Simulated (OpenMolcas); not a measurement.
An atom or ion with 14 electrons was computed by SS-RASPT2, IPEA 0.25 Eh, imaginary shift 0.1 Eh with spin-orbit coupling (OpenMolcas, ANO-RCC-VTZP, DKH2). The lowest levels that the run gave, each within 12 % of the measured value where one is at hand:

| J | Parity | E (cm-1) | g |
| --- | --- | --- | --- |
| 0 | even | 0.0 |  |
| 1 | even | 443 | 1.501 |
| 2 | even | 1225 | 1.500 |
| 2 | even | 14190 | 1.001 |
| 0 | even | 33360 |  |
| 2 | odd | 70110 | 2.002 |
| 1 | odd | 103080 | 0.500 |
| 2 | odd | 103100 | 1.168 |
| 3 | odd | 103160 | 1.334 |
| 2 | odd | 121080 | 1.500 |
| 1 | odd | 121100 | 1.500 |
| 0 | odd | 121110 |  |

Which ion is it, and what are the configurations and terms?

Cl³⁺ (Z = 17, charge +3; active space 4 electrons in 9 orbitals (RAS2 3s 3p; RAS3 3d, at most 2 electrons)). J, parity and g give the terms where levels are pure, and mixed ones are named by the computed weights; the size of the splittings, set against known spectra of the 14-electron sequence, gives the charge. In order, with the measured energies in cm-1 (Moore, Atomic Energy Levels, vol. I, NSRDS-NBS 35 (1971 reprint of NBS Circular 467, 1949)): 3s2 3p2 3P0, 3s2 3p2 3P1 (491), 3s2 3p2 3P2 (1341), 3s2 3p2 1D2 (13766), 3s2 3p2 1S0 (32550), 3s 3p3 5S* 2, 3s 3p3 3D* 1, 3s 3p3 3D* 2, 3s 3p3 3D* 3, 3s 3p3 3P* 2 (120256), 3s 3p3 3P* 1 (120274), 3s 3p3 3P* 0.

CASPT2 does not keep the components of a term degenerate, so their means are used; among the terms shown or strongly mixed into the levels shown the widest spread is 11 cm-1 (3s2 3p2 1D). Configurations are named by rounded mean occupations; where the s occupation lies near a half they are strongly mixed, a name can repeat and a true partner stay unpaired. Active for correlation alone: 3d; no level in the range computed is led by a configuration that fills it, so any true level of that kind is missing. Some terms mix strongly with configurations of 3d, whose occupation reaches 0.52 (3s 3p3 3D*, 3s 3p3 3P*, 3s 3p3 1D*). Measured partners are found by configuration, term and J. A level has none where our copy of the source lacks it or the pairing is in doubt (some pairs that miss far off the trend of their configuration count as doubtful), and it then counts in no deviation. Levels of configurations outside the active space are missing.

* marks odd parity.
